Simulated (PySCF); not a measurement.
C₂H₅NOSi.
Atom-mapped SMILES: `[CH3:1][Si@H:2]([OH:3])[C:4]#[N:5]` (hydrogens: H6, H7, H8 on C1; H9 on Si2; H10 on O3)

Computed by this run: PySCF 2.14.0, PBE0-D3(BJ)/def2-SVP geometry optimisation, gas phase; density fitting, grid level 1; the optimiser is geomeTRIC in internal coordinates, started from a GFN2-xTB structure with every atom displaced at random (about 0.01 Å).

Step 2: E = -13554.7347 eV
```
atom  x, y, z in Å  |  force x, y, z in eV/Å
C1     -1.4527   -0.1615    0.0723    0.031  -0.003  -0.025
Si2     0.3455    0.2019    0.3191   -0.062   0.039   0.018
O3      0.6954    1.6380   -0.4326    0.044  -0.053  -0.023
C4      1.4076   -1.1374   -0.4435    0.145  -0.071   0.094
N5      2.1609   -1.9410   -0.8098   -0.129   0.058  -0.071
H6     -2.0542    0.6167    0.5670   -0.018  -0.017  -0.017
H7     -1.7241   -1.1384    0.5001    0.011   0.008   0.009
H8     -1.6988   -0.1655   -1.0001   -0.006   0.003   0.007
H9      0.7456    0.1992    1.7549    0.005   0.007  -0.012
H10     1.6238    1.8622   -0.5496   -0.020   0.029   0.021
```

Step 3: E = -13554.7418 eV
```
atom  x, y, z in Å  |  force x, y, z in eV/Å
C1     -1.4431   -0.1664    0.0690   -0.024   0.097   0.032
Si2     0.3489    0.2112    0.3343   -0.006   0.019  -0.094
O3      0.7041    1.6367   -0.4332    0.041  -0.004  -0.020
C4      1.3985   -1.1389   -0.4317   -0.090   0.168   0.189
N5      2.1138   -1.9516   -0.8432    0.098  -0.166  -0.144
H6     -2.0681    0.6060    0.5450    0.022  -0.025  -0.005
H7     -1.7020   -1.1396    0.5071   -0.025  -0.071   0.028
H8     -1.6822   -0.1871   -1.0041    0.030  -0.012  -0.023
H9      0.7489    0.2253    1.7688   -0.008  -0.008   0.007
H10     1.6302    1.8786   -0.5343   -0.038   0.002   0.030
```

Q: Estimate the geometry and energy of step 4. (The exact step hangs on the optimiser's Hessian estimate; all steps are aligned on step 3, rigid shifts and turns removed.)

A: E = -13554.7455 eV, largest force 0.236 eV/Å
```
atom  x, y, z in Å  |  force x, y, z in eV/Å
C1     -1.4360   -0.1702    0.0680   -0.044   0.084   0.042
Si2     0.3522    0.2190    0.3407    0.018  -0.003  -0.087
O3      0.7109    1.6375   -0.4366    0.011   0.011  -0.021
C4      1.3928   -1.1411   -0.4215   -0.094   0.160   0.145
N5      2.0750   -1.9628   -0.8701    0.096  -0.151  -0.107
H6     -2.0756    0.5991    0.5294    0.034  -0.017  -0.002
H7     -1.6877   -1.1419    0.5155   -0.022  -0.054   0.013
H8     -1.6649   -0.2067   -1.0069    0.028  -0.015  -0.021
H9      0.7480    0.2454    1.7760   -0.006  -0.010   0.009
H10     1.6342    1.8957   -0.5165   -0.022  -0.006   0.029
```

The energy changes by -0.0036 eV. The first-order estimate −F·Δx gives -0.0046 eV and the mean of the old and new forces, exact on a quadratic surface, -0.0035 eV. The step makes an angle of 81° with the force vector and moves no atom by more than 0.048 Å.

The cost below is that of the whole optimisation. On one thread of an Arm Neoverse V1, shared host with 32 logical CPUs at a one-minute load of 28, this took 37 s of wall time and 0.41 GiB of memory at its peak.
